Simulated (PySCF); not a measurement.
Species: C5H9F3N2.
SMILES with atom numbers: `[NH2:1][N:2]([CH2:3][C:4]([F:5])([F:6])[F:7])[CH:8]1[CH2:9][CH2:10]1`

Structure used (GFN2-xTB), in Å, numbered top down from 1:
```xyz
19
C5H9F3N2 angstrom
N     -0.0248   -2.0916   -0.4986
N     -0.1775   -0.6877   -0.3417
C     -1.5444   -0.4176    0.0570
C     -1.9480    1.0223   -0.2193
F     -1.4678    1.8896    0.6849
F     -3.2863    1.1533   -0.1761
F     -1.5599    1.4608   -1.4192
C      0.8068   -0.0864    0.5164
C      2.2012    0.0436   -0.0199
C      1.3494    1.2614    0.1480
H      0.7525   -2.2569   -1.1292
H      0.1823   -2.5491    0.3935
H     -2.1890   -1.0633   -0.5439
H     -1.7375   -0.6079    1.1278
H      0.6949   -0.3178    1.5802
H      3.0257   -0.1189    0.6573
H      2.3814   -0.2998   -1.0269
H      1.5698    1.9513    0.9471
H      0.9613    1.7238   -0.7448
```

Probes without a nucleus sit at each ring's centroid and 1 Å off its mean plane on both sides; NICS is minus the shielding there, NICSzz its component along the normal. Level: GIAO PBE0/pcSseg-1 (PySCF, non-relativistic, gas phase) on the GFN2-xTB geometry, one conformer.

Ring bond lengths (Å), with Mayer bond orders in brackets: C8–C9 1.500 (0.96), C9–C10 1.496 (0.99), C10–C8 1.499 (0.95).

Problem. What do the NICS probes read (ppm)?

Solution. 
```tsv
ring	type	NICS(0)	NICS(1), two faces	NICS(1)zz, two faces	rms pucker (Å)	centre to ring atoms, mean (Å)
C8–C9–C10	3-membered carbocycle; formal bonds all single	-41.9	-9.3 / -7.9	-23.9 / -17.9	0.00	0.86
```

Problem. What do they say, and how far can they be read as aromaticity?

Solution. 
- C8–C9–C10: mean NICS(1)zz -20.9 ppm, shielded. C8, C9, C10 have four or more neighbours; no verdict on aromaticity is drawn. The two faces differ by 6.0 ppm, so no symmetry operation interchanges them. NICS(0) lies 33 ppm below the mean NICS(1).

Problem. Give the inner angles of the rings and the Hirshfeld charges of the ring atoms.

Solution. 
- C8–C9–C10: C8 59.8° (-0.017 e), C9 60.1° (-0.095 e), C10 60.1° (-0.097 e); sum 180.0° against 180° for a flat convex ring.

Problem. What are the shieldings of the ring atoms and their hydrogens in the same run (means over atoms taken as equivalent)?

Solution. 
```csv
atoms,environment,σ isotropic (ppm),"principal values of the symmetric part, first atom (ppm)"
C8,sp3 carbon bound to nitrogen,142.8,"105.5, 114.7, 208.2"
C9 (×2),three-membered-ring carbon,176.7,"149.7, 177.1, 212.6"
H15,methine hydrogen,30.17,"25.0, 28.6, 36.8"
H16 (×2),methylene hydrogen,31.12,"25.5, 26.6, 41.8"
H17 (×2),methylene hydrogen,30.94,"26.1, 28.5, 39.2"
```
